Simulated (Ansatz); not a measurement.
Wavefunction ladder for C$_{2}$H$_{6}$OSi$_{2}$ (`[SiH3]C1=CO[SiH2]1`)

Z-matrix (Å, degrees):
```
Si
O 1 1.717
C 1 2.125 2 40.1
C 1 1.839 2 79.1 3 0.0
H 1 1.482 2 111.8 3 -118.0
H 1 1.482 2 111.8 3 118.0
H 3 1.089 1 169.9 2 -0.0
Si 4 1.831 1 148.5 2 180.0
H 8 1.488 4 111.1 1 59.8
H 8 1.489 4 109.4 1 -180.0
H 8 1.488 4 111.1 1 -59.8
```

Total charge 0; spin multiplicity 1. All single points use the PBE0-D4/def2-TZVP geometry. Frozen core, restricted reference, Ansatz. CBS rows extrapolate triple and quadruple zeta; past MP2 they add the triple-zeta difference.

| basis | HF (Eh) | MP2 corr. |
| --- | --- | --- |
| def2-TZVPP | -732.03131 | -0.78872 |
| def2-QZVPP | -732.05660 | -0.84570 |

(1) Estimate the CCSD correlation energy and the (T) correction in each basis where they were run (hartree).

Answers

(1) 
```json
{"basis": "def2-TZVPP", "CCSD corr.": "-0.83142", "(T)": "-0.03682"}
{"basis": "CBS(def2)", "CCSD corr.": "-0.93061", "(T)": "as TZ"}
```
